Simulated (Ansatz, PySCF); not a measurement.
Noncovalent pair: NH3 (SMILES N) (first 4 atoms) with C3H8 (SMILES CCC); geometry from B3LYP-D3(BJ)/def2-TZVP, rigid monomers moved along the line of their centres of mass till H2···H11 is 4.17 Å.
(charge 0, multiplicity 1):
```xyz
15

N      0.2960     0.1290     0.4838
H      0.1338     0.8239     1.2036
H      0.9649     0.5202    -0.1696
H     -0.5775     0.0029    -0.0148
C      1.1049    -0.0751     5.9638
C     -0.3780     0.2869     5.9952
C     -1.2781    -0.8937     5.6395
H      1.7336     0.7830     6.2106
H      1.3259    -0.8668     6.6840
H      1.3937    -0.4374     4.9750
H     -0.5681     1.1134     5.3015
H     -0.6433     0.6668     6.9865
H     -2.3336    -0.6139     5.6557
H     -1.0399    -1.2747     4.6443
H     -1.1409    -1.7135     6.3492
```

Interaction energies are E(AB) − E(A) − E(B) at the monomers' geometry in the complex; basis-set methods are counterpoise corrected.

Cores are frozen in the correlated methods.

Programs: Ansatz (a quantum-chemistry and plane-wave program); PySCF for the dispersion terms. Values without a source in brackets are computed.

PBE/def2-TZVPPD gives -0.11 kcal/mol for the interaction energy.

### Question
Where do these levels fall relative to PBE: PBE-D3(BJ)/def2-TZVPPD, r2SCAN/def2-TZVPPD, PBE0/def2-TZVPPD, wB97M-V/def2-TZVPPD, MP2/aug-cc-pVDZ, CCSD(T)/aug-cc-pVDZ.

### Answer
PBE-D3(BJ)/def2-TZVPPD -0.15; r2SCAN/def2-TZVPPD 0.02; PBE0/def2-TZVPPD 0.02; wB97M-V/def2-TZVPPD -0.10; MP2/aug-cc-pVDZ -0.09; CCSD(T)/aug-cc-pVDZ -0.09 kcal/mol. 2 of 6 lie above PBE; the widest gap is to PBE-D3(BJ)/def2-TZVPPD.
